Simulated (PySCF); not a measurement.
B(CCH)3 (C₆H₃B), SMILES C(B(C#C)C#C)#C. The structure is a stationary point at PBE-D3(BJ)/def2-SVP.

Computed with PBE-D3(BJ)/def2-SVP run with PySCF.

Harmonic wavenumbers (cm⁻¹): 107, 107, 137, 277, 277, 299, 486, 486, 557, 636, 640, 643, 643, 736, 736, 737, 1115, 1115, 2093, 2100, 2100, 3393, 3393, 3393. Rotational constants (GHz): 2.513, 2.513, 1.257; symmetry number 6.

Q: Work out the zero-point energy and the ideal-gas rigid-rotor harmonic-oscillator thermochemistry at 298.15 K and 1 atm.

A: ZPE = ½ Σ hcν = ½ × 26208 cm⁻¹ = 37.47 kcal/mol. H − E(el) = 42.96 kcal/mol. Entropy in cal/(mol K): translation 39.26, rotation 24.53, vibration 18.39, total 82.19. G − E(el) = 18.46 kcal/mol. Cp = 29.18 cal/(mol K). Modes under 150 cm⁻¹ make the vibrational entropy uncertain.
